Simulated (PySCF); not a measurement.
# Hartree-Fock beside MP2: GeH3O3 anion

These are calculations, not measurements. The program is PySCF 2.14.0, an open-source quantum chemistry code, run on an isolated molecule that a program drew, which may never have been made. The molecule is GeH3O3 anion (charge -1, singlet), drawn as the SMILES string `[OH][Ge-]([OH])[OH]`.

The geometry was optimised and harmonic frequencies were computed with HF and MP2, all in the aug-cc-pVDZ basis, for the commonest isotopes, with a restricted reference for singlets and an unrestricted one otherwise, and a frozen core in MP2. Germanium has the aug-cc-pVDZ-PP basis, with a core potential (ECP10MDF) in place of its 10 inner electrons, and its 3s, 3p and 3d shells are frozen in MP2. Each result is a local minimum of its method.

Geometry at the HF minimum:
```xyz
7
GeH3O3 anion, angstrom
O    -1.0897    0.8383   -1.7088
Ge   -1.8012    1.0110    0.0239
O    -0.3456    2.0010    0.6870
O    -1.1430   -0.6459    0.6238
H    -0.6241    0.0173   -1.7430
H     0.2793    2.0896   -0.0156
H    -0.3106   -0.4852    1.0401
```

Lengths of the bonds as drawn, in Å (atoms numbered as above):
| bond | HF | MP2 |
|---|---|---|
| O1-Ge2 | 1.881 | 1.931 |
| Ge2-O3 | 1.881 | 1.931 |
| Ge2-O4 | 1.881 | 1.931 |
| O1-H5 | 0.944 | 0.973 |
| O3-H6 | 0.945 | 0.973 |
| O4-H7 | 0.944 | 0.973 |

Rotational constants, in GHz:
| constant | HF | MP2 |
|---|---|---|
| A | 5.112 | 4.87 |
| B | 5.111 | 4.87 |
| C | 3.874 | 3.713 |

Harmonic frequencies in cm^-1, each column in rising order, so a row needn't be the same motion in every method:
```
rank,HF,MP2
1,188,160
2,189,160
3,293,?
4,294,295
5,294,295
6,430,451
7,537,496
8,537,496
9,593,541
10,901,844
11,902,844
12,930,869
13,4149,3759
14,4152,3764
15,4153,3764
```

**Estimate the missing MP2 frequency from the HF column.**

A single factor s that minimises the squared misfit of MP2 against s times HF over the other rows is sum(HF x MP2) / sum(HF^2) = 0.9085, with an rms misfit of 23 cm^-1. For rank 3 it gives 0.9085 x 293 = 266 cm^-1. The calculation gives 246 cm^-1, 20 cm^-1 below the estimate. The drawn bonds are on average 2.8 % longer in MP2 than in HF.
